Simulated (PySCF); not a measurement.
**Sc(6+): ionisation energy**

Sc(6+) [Ne] 3s2 3p3 [3p1/2^2 3p3/2^1, M_J = 3/2] → Sc(7+) [Ne] 3s2 3p2 [3p1/2^2, M_J = 0], as a difference of total energies. Computed with PySCF 2.14 in an even-tempered Gaussian basis (20 s from 0.27 bohr⁻², ratio 2.4; 14 p from 0.35 bohr⁻², ratio 2.4; 5 d from 2.3 bohr⁻², ratio 2.6; 5 f from 3.5 bohr⁻², ratio 2.6), with the two-component X2C-1e Hamiltonian. Correlated levels: 1s2 frozen; the 52 highest virtual spinors dropped. "Screened" scales the spin-orbit matrix elements by Boettger's factors to mimic the two-electron term; Breit and QED terms are absent.

```json
{"method": "GHF (spin-free)", "ionisation energy (eV)": "136.35"}
{"method": "GMP2 (spin-free)", "ionisation energy (eV)": "136.82"}
{"method": "GHF (screened spin-orbit)", "ionisation energy (eV)": "136.09"}
{"method": "GMP2 (screened spin-orbit)", "ionisation energy (eV)": "136.56"}
```

How much does correlation contribute at GMP2 (screened spin-orbit)?

136.56 − (136.09) = 0.47 eV, measured against GHF (screened spin-orbit).

The labels give the starting determinants; with spin-orbit coupling the two ends relaxed to ⟨J²⟩ = 3.75, ⟨L²⟩ = 0.01, ⟨S²⟩ = 3.74 and ⟨J²⟩ = 1.68, ⟨L²⟩ = 1.99, ⟨S²⟩ = 1.99.

The determinant of Sc(7+) mixes levels of different J (the jj label is only the starting occupation), so the difference between spin-free and spin-orbit rows is not the physical spin-orbit shift.

For comparison: 137.99 ± 0.25 eV (semi-empirical (NIST evaluation); NIST Atomic Spectra Database, ionization energies).
